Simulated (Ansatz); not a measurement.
Basis-set extrapolation for `CN(C)[SiH](O)O` (PBE0-D4/def2-TZVP geometry, frozen core, Ansatz 0.2.0). Multiplicity 1, RHF reference.

```tsv
	def2-TZVPP	def2-QZVPP
HF	-574.347716	-574.371417
MP2 correlation	-1.166579	-1.252895
CCSD(T) correlation	-1.253613	not run
```

Energies in hartree. Use E(X) = E(∞) + A·exp(−7.88·√X) for Hartree–Fock and E(X) = E(∞) + B·X^(−2.97) for correlation, with X = 3 and 4, and add CCSD(T) minus MP2 of the smaller set to the MP2 limit.

Q: What is the CCSD(T) energy at the basis-set limit?

A: HF limit: -574.371417 + (-0.023701) × 0.13774 = -574.37468. MP2 limit: -1.252895 + (-0.086316) × 0.74074 = -1.31683. Higher-order term: -1.253613 − (-1.166579) = -0.08703. Total: -575.77854 hartree, 465.3 kJ/mol below CCSD(T)/def2-TZVPP.
